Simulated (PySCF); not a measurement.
## J couplings in 3-bromofuran (SMILES Brc1ccoc1)

Cartesian coordinates in Å; atom numbers follow the order of the lines, from 1:
```xyz
9

Br    1.6495   -0.1133   -0.3165
C    -0.1055   -0.7252   -0.4468
C    -1.2863    0.0782   -0.5186
C    -2.3141   -0.8118   -0.6008
O    -1.8518   -2.0771   -0.5889
C    -0.5092   -2.0278   -0.4953
H    -1.3464    1.1634   -0.5077
H    -3.3924   -0.6938   -0.6725
H     0.0260   -2.9724   -0.4728
```

Level of theory for the indirect couplings: PBE0/pcJ-1 (dyall-v2z on Br), isolated molecule, finite nuclei, structure from PBE0-D3(BJ)/def2-SVP (PySCF integrals, density fitting).

Non-relativistic values:
```tsv
coupling	atoms	J (Hz)
1J(79Br,13C)	Br1 – C2	-177.1
2J(79Br,13C)	Br1 – C3	1.5
2J(79Br,13C)	Br1 – C6	2.3
3J(79Br,17O)	Br1 – O5	13.2
```

What do two-component X2C with spin–orbit coupling give?

## Answers


```
    coupling     atoms  with spin–orbit (Hz)
1J(79Br,13C)  Br1 – C2                -194.5
2J(79Br,13C)  Br1 – C3                   0.0
2J(79Br,13C)  Br1 – C6                   0.2
3J(79Br,17O)  Br1 – O5                  13.6
```

The largest listed coupling, 1J(79Br,13C), ends at 1.10 times its non-relativistic value. Couplings to strongly quadrupolar nuclei (79Br) are seldom resolved in solution.
